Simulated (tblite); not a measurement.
Compound: C7H6N (doublet state).
SMILES with atom numbers: `[CH2:1]=[C:2][c:3]1[cH:4][cH:5][cH:6][cH:7][n:8]1` (hydrogens: H9, H10 on C1; H11 on C4; H12 on C5; H13 on C6; H14 on C7)

Structure optimised with GFN2-xTB, isolated species. This method treats the open shell by occupation alone, without spin polarisation.

(1) List the bond lengths and angles at this level.

Results:

(1) 
| bond | length (Å) | order |
| --- | --- | --- |
| C1=C2 | 1.285 | double |
| C2–C3 | 1.356 | single |
| C3–C4 | 1.429 | aromatic |
| C4–C5 | 1.371 | aromatic |
| C5–C6 | 1.395 | aromatic |
| C6–C7 | 1.395 | aromatic |
| C7–N8 | 1.307 | aromatic |
| C3–N8 | 1.364 | aromatic |
| C1–H9, C1–H10 | 1.083 | single |
| C4–H11 | 1.079 | single |
| C5–H12 | 1.081 | single |
| C6–H13 | 1.078 | single |
| C7–H14 | 1.084 | single |

Bonds in one row agree within 0.01 Å and their mean is given. Orders are formal, as drawn. A selection of angles:
| angle | degrees |
| --- | --- |
| C1–C2–C3 | 178.8 |
| C2–C3–C4 | 120.4 |
| C2–C3–N8 | 118.5 |
| C4–C3–N8 | 121.1 |
| C3–C4–C5 | 118.9 |
| C4–C5–C6 | 119.2 |
| C5–C6–C7 | 118.0 |
| C6–C7–N8 | 124.6 |
| C3–N8–C7 | 118.1 |

C7 (carbon bonded to C, N and H) is planar (angles 124.6°, 120.3° and 115.1°, sum 360.0°, 0.00 Å off the plane of its three neighbours). The 6-membered ring C3–C4–C5–C6–C7–N8 has internal angles of 118.0° to 124.6° (sum 720°, against 720° for a flat polygon); it is planar, 0.00 Å rms from its mean plane, widest ring torsion 0°. The 8 heavy atoms lie in one plane (0.002 Å rms). C3 (carbon bonded to 2 C and N) is planar (angles 121.1°, 120.4° and 118.5°, sum 360.0°, 0.00 Å off the plane of its three neighbours). C5 (carbon bonded to 2 C and H) is planar (angles 120.5°, 120.3° and 119.2°, sum 360.0°, 0.00 Å off the plane of its three neighbours). The C–N distances run from 1.307 Å (C7–N8, aromatic) to 1.364 Å (C3–N8, aromatic), a spread of 0.057 Å. The 6 C–C bonds span 1.285 Å (C1=C2, drawn double) to 1.429 Å (C3–C4, aromatic), a spread of 0.144 Å.

Point group: Cs (tolerance 0.08 Å). Its GFN2-xTB frequencies are all real (lowest 100 cm⁻¹).

The numbers are calculated, not measured.
